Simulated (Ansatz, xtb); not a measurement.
Two isomers of H10OSi4

Structure X is `O[SiH2][SiH2][SiH2][SiH3]`, a singlet and structure Y is `O[Si@@H]([SiH3])[SiH2][SiH3]`, a singlet. Both are isolated molecules in the gas phase, relaxed with r2SCAN-D4/def2-SVP; each stands in its lowest conformer found.

Problem. Estimate E(Y) − E(X) at the level CCSD(T)/def2-SVP + ΔMP2/def2-TZVPP.

Solution. Calculated at CCSD(T)/def2-SVP + ΔMP2/def2-TZVPP: E(Y) − E(X) = +0.083 eV, so structure X lies lower.

Level by level:

```json
{"level": "r2SCAN-D4/def2-SVP", "geometry": "r2SCAN-D4/def2-SVP", "E(Y) − E(X) (eV)": "+0.150", "departure from the last row (eV)": "+0.068", "job, with rough time for the two": "optimisation, 3.1 min"}
{"level": "HF/def2-SVP", "geometry": "r2SCAN-D4/def2-SVP", "E(Y) − E(X) (eV)": "+0.151", "departure from the last row (eV)": "+0.068", "job, with rough time for the two": "part of the CCSD(T) run"}
{"level": "MP2/def2-SVP", "geometry": "r2SCAN-D4/def2-SVP", "E(Y) − E(X) (eV)": "+0.192", "departure from the last row (eV)": "+0.109", "job, with rough time for the two": "part of the CCSD(T) run"}
{"level": "CCSD(T)/def2-SVP", "geometry": "r2SCAN-D4/def2-SVP", "E(Y) − E(X) (eV)": "+0.178", "departure from the last row (eV)": "+0.095", "job, with rough time for the two": "single point"}
{"level": "CCSD(T)/def2-SVP + ΔMP2/def2-TZVPP", "geometry": "r2SCAN-D4/def2-SVP", "E(Y) − E(X) (eV)": "+0.083", "departure from the last row (eV)": "", "job, with rough time for the two": "single point, 52 s"}
```

As drawn, both hold the same kinds of bond in the same numbers.

None of the levels shown reverses the order. The largest departure from CCSD(T)/def2-SVP + ΔMP2/def2-TZVPP is that of MP2/def2-SVP, 0.109 eV. Levels run at GFN2-xTB geometries aren't shown. The last row adds to CCSD(T) the change of the MP2 difference between the two basis sets, here −0.095 eV.

With thermal terms from frequencies at re-optimised GFN2-xTB minima (ideal gas, soft modes damped towards free rotors, one conformer each, 298.15 K, 1 atm): the zero-point term adds −0.023 eV; ΔH is +0.080 and ΔG +0.013 eV. In free energy the two are nearly level.

The correlated steps freeze 21 core orbitals. Mirror images aren't counted in ΔG. Programs: Ansatz 0.2.0, xtb 6.7.1; the last row on 2 threads of Intel(R) Xeon(R) Platinum 8375C CPU @ 2.90GHz (Ice Lake) on a shared host.
